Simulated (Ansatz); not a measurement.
Gas-phase electronic energies from Ansatz, PBE0-D4/def2-TZVP geometries. CBS: MP2 limit from def2 TZ/QZ plus the TZ coupled-cluster correction, frozen cores. DFT in def2-TZVPP. B3LYP here is the variant with VWN-RPA as its local correlation; programs differ in this. For Ge outer-core shells are correlated without core-valence functions, which leaves a few kJ/mol of doubt a bond. Scalar relativity is left out up to krypton. Each species was taken in one conformer, which may not be the lowest.

Consider the redistribution: `O[SiH](Cl)[GeH2][Cl]` + `O[Si](Cl)(Cl)Cl` → `[Cl][GeH2][Cl]` + `O[SiH](Cl)[Si](O)(Cl)Cl`.

| level | ΔE (kJ/mol) | difference from CCSD(T)/CBS |
| --- | --- | --- |
| PBE-D4 | 37.0 | -7.1 |
| r2SCAN-D4 | 42.6 | -1.5 |
| PBE0-D4 | 38.4 | -5.7 |
| B3LYP-D4 | 36.9 | -7.2 |
| ωB97X-V | 38.2 | -5.9 |
| ωB97M-V | 44.9 | 0.8 |
| B2PLYP | 39.7 | -4.4 |
| PBE | 37.6 | -6.5 |
| r2SCAN | 43.2 | -0.9 |
| PBE0 | 39.3 | -4.8 |
| B3LYP | 37.4 | -6.7 |
| HF/def2-TZVPP | 31.4 | -12.7 |
| MP2/def2-TZVPP | 44.3 | 0.2 |
| SCS-MP2/def2-TZVPP | 40.2 | -3.9 |
| CCSD/def2-TZVPP | 40.3 | -3.8 |
| CCSD(T)/def2-TZVPP | 40.6 | -3.5 |
| HF/def2-QZVPP | 31.7 | -12.4 |
| MP2/def2-QZVPP | 46.4 | 2.3 |
| SCS-MP2/def2-QZVPP | 41.8 | -2.3 |
| HF/CBS(def2) | 31.7 | -12.4 |
| MP2/CBS(def2) | 47.8 | 3.7 |
| CCSD/CBS(def2) | 43.8 | -0.3 |
| CCSD(T)/CBS | 44.1 | 0 |

Largest T1 diagnostic among the species: 0.011.

In def2-TZVPP, CCSD(T) changes the Hartree–Fock value by +9.2 kJ/mol (the triples alone add +0.3 kJ/mol) and MP2 by +12.9 kJ/mol.

CCSD(T)/CBS has its own doubt, a few kJ/mol and more with outer-core shells, so smaller differences from it don't rank the levels.
